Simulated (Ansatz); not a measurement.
One change: `C/C(N)=C\[SiH3]` becomes `N/C(F)=C/[SiH3]`.

Ansatz, PBE0-D4/def2-TZVP geometries, multiplicity 1. Each molecule was computed in one conformer, which needn't be the lowest.

```
                                          property  `C/C(N)=C\[SiH3]`
size of the dipole moment (ωB97M-V/def2-TZVPP) / D               3.10
    size of the dipole moment (PBE/def2-TZVPP) / D               3.19
                HOMO energy (PBE0/def2-TZVPP) / eV              -6.12
             LUMO energy (ωB97M-V/def2-TZVPP) / eV               2.03
                 LUMO energy (PBE/def2-TZVPP) / eV              -0.72
               LUMO energy (B3LYP/def2-TZVPP) / eV              -0.04
```

What does the change do to each property? (Estimate.)

Ansatz gave: 
```json
{"property": "size of the dipole moment (ωB97M-V/def2-TZVPP) / D", "`N/C(F)=C/[SiH3]`": "3.36", "shift": "0.26"}
{"property": "size of the dipole moment (PBE/def2-TZVPP) / D", "`N/C(F)=C/[SiH3]`": "3.44", "shift": "0.25"}
{"property": "HOMO energy (PBE0/def2-TZVPP) / eV", "`N/C(F)=C/[SiH3]`": "-6.54", "shift": "-0.42"}
{"property": "LUMO energy (ωB97M-V/def2-TZVPP) / eV", "`N/C(F)=C/[SiH3]`": "2.04", "shift": "0.01"}
{"property": "LUMO energy (PBE/def2-TZVPP) / eV", "`N/C(F)=C/[SiH3]`": "-0.65", "shift": "0.07"}
{"property": "LUMO energy (B3LYP/def2-TZVPP) / eV", "`N/C(F)=C/[SiH3]`": "0.02", "shift": "0.06"}
```

With PBE0 the HOMO falls by 0.42 eV and the LUMO rises by 0.09 eV, so the gap widens by about 0.51 eV. PBE moves the HOMO by -0.35 eV and ωB97M-V by -0.44 eV. Dipoles are sizes alone; their direction can turn.

B3LYP here is the variant with VWN-RPA as its local correlation; programs differ in this.
